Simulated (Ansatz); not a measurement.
System: C₆H₁₁ (charge 0, doublet). It need not be the lowest isomer of its formula. 
Coordinates optimised at B3LYP-D3(BJ)/def2-TZVP (Ansatz, a first-principles code):
```xyz
17

C      2.8006     0.2459     0.7092
C      1.5619     0.6651     0.0098
C      0.5721    -0.5084    -0.2393
C     -0.6369    -0.0657    -1.0038
C     -1.8897     0.0225    -0.5613
C     -2.4022    -0.3191     0.8033
H      2.8920     0.3241     1.7838
H      3.5849    -0.2759     0.1765
H      1.0367     1.4330     0.5828
H      1.8053     1.1071    -0.9628
H      0.3000    -0.9509     0.7190
H      1.0976    -1.2847    -0.8041
H     -0.4446     0.2390    -2.0294
H     -2.6418     0.3809    -1.2586
H     -1.6174    -0.6585     1.4774
H     -2.8858     0.5488     1.2609
H     -3.1613    -1.1050     0.7471
```
Charge 0, spin multiplicity 2.

Quantity: atomisation energy (electronic, to ground-state atoms); the coupled-cluster value holds the core correlation from cc-pwCVTZ, in kJ/mol. Valence correlation only, unless marked. Open shells are spin-unrestricted. No spin-orbit coupling. No relativistic terms. CBS(X,Y): correlation extrapolated as X^-3; Hartree-Fock from the larger set. The bracket is a focal-point correction in the basis named.

Level to compare with: RI-MP2/CBS(cc-pVTZ,cc-pVQZ)+[CCSD(T)-MP2]/cc-pVTZ plus the core term (Ansatz), 6865.1 kJ/mol. It is a level with limits of its own, and the differences hold the functionals' basis error too.

**Question.** Rank these functionals by how close they come to RI-MP2/CBS(cc-pVTZ,cc-pVQZ)+[CCSD(T)-MP2]/cc-pVTZ, closest first: wB97X-V/def2-TZVPD (Ansatz); wB97M-V/def2-TZVPD (Ansatz); B3LYP/def2-TZVPD (Ansatz).

**Answer.** wB97M-V/def2-TZVPD (range-separated hybrid meta-GGA with VV10, 6847.9 kJ/mol, difference -17.2), wB97X-V/def2-TZVPD (range-separated hybrid with VV10, 6839.4 kJ/mol, difference -25.7), B3LYP/def2-TZVPD (global hybrid, 6806.4 kJ/mol, difference -58.7)
